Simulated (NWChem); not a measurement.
# CH3CdClO; SMILES C[O][Cd][Cl]

```xyz
7

Cd     0.0959    -0.0471     0.0000
Cl    -0.1491    -2.3254     0.0000
O      0.4802     1.9020     0.0000
C     -0.5614     2.8508     0.0000
H     -1.2233     2.8042     0.8999
H     -0.0977     3.8645     0.0000
H     -1.2233     2.8042    -0.8999
```
Atoms are numbered in this order, from 1.

Results from NWChem. Medium grid unless said otherwise, to which SCAN and Minnesota functionals are sensitive. Structure relaxed at the PBE-D3(BJ)/def2-SVP level. def2 effective core potentials on Cd; no spin-orbit coupling. Hybrids' shares of exact exchange are those that their runs print; pure functionals count as 0. The functionals differ in more than this share.

```csv
row,share of exact exchange,highest occupied level (eV)
PBE/def2-SVP,0.00,-5.78
BLYP/def2-SVP,0.00,-5.67
B3LYP/def2-SVP,0.20,-7.05
r2SCAN0/def2-SVP,0.25,-7.54
Hartree-Fock/def2-SVP,1.00,withheld
```

Problem. Fit a straight line of the last column on the one before it, predict the withheld value, and compare with the run.

Solution. 
1. Means of the 4 shown rows: x = 0.113, y = -6.510. Slope Σ(x − x̄)(y − ȳ)/Σ(x − x̄)² = -0.3655/0.05188 = -7.046; intercept -5.717.
2. The shown rows scatter about the line by 0.063 (root mean square); the largest residual is +0.08, at B3LYP/def2-SVP.
3. At x = 1.00 (Hartree-Fock/def2-SVP; beyond the shown range) the line gives -12.76.
4. The run gives -11.16, +1.60 from the line, 25.5 times the scatter.
